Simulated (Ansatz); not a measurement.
**Counterpoise correction, worked out**

The pair of Li⁺ (SMILES [Li+], atom 1) and N₂ (SMILES N#N, atoms 2–3), both closed shells, in one local arrangement (a lower one may exist), relaxed at PBE0-D4/def2-TZVP:

Li1  (-0.141, 0.031, -1.723)
N2  (0.115, -0.025, 1.404)
N3  (0.026, -0.006, 0.319)
(Å)

Program: Ansatz 0.2.0. Basis: def2-TZVPPD. Cores are frozen in the correlated methods. The outer core shell of Li, Na, Mg and K is correlated.

MP2 total energies in eV:

| system | geometry | basis functions | energy |
| --- | --- | --- | --- |
| pair | pair | all | -3174.14202 |
| Li⁺ | as in the pair | all (partner as ghosts) | -197.73070 |
| N₂ | as in the pair | all (partner as ghosts) | -2975.87320 |
| Li⁺ | as in the pair | its own | -197.72650 |
| N₂ | as in the pair | its own | -2975.86594 |
| Li⁺ | free (PBE0-D4 minimum) | its own | -197.72650 |
| N₂ | free (PBE0-D4 minimum) | its own | -2975.87103 |

Question: Work out the interaction energy with and without the counterpoise correction, the superposition error, and the binding energy from the relaxed fragments.

Answer: Without correction: -3174.14202 − (-197.72650) − (-2975.86594) = -0.54958 eV.
With correction (each fragment in the whole basis): -3174.14202 − (-197.73070) − (-2975.87320) = -0.53812 eV = -12.41 kcal/mol.
The superposition error is the difference, 0.01146 eV, 2 % of the uncorrected value: each fragment borrows its partner's functions.
Deformation from the free shapes: 0.00000 eV for Li⁺ and 0.00509 eV for N₂.
Binding energy from relaxed fragments: -0.53812 + 0.00000 + 0.00509 = -0.53303 eV = -12.29 kcal/mol (electronic, without zero-point energy; negative means bound). For comparison, the corrected interaction energy by CCSD(T) at an estimated basis limit (MP2 extrapolated from triple and quadruple zeta, plus CCSD(T) − MP2 in triple zeta) is -0.555 eV.

T1 diagnostic: at most 0.014.

For scale, one of the runs: CCSD(T)/def2-TZVPPD, 96 basis functions, launched by `ansatz run in.yaml --threads 2 --pin off --events-out ev --progress --plain --max-ram 5222MiB`. The run took about 0.95 s on 2 CPU threads of an Arm Neoverse V2 (shared host).
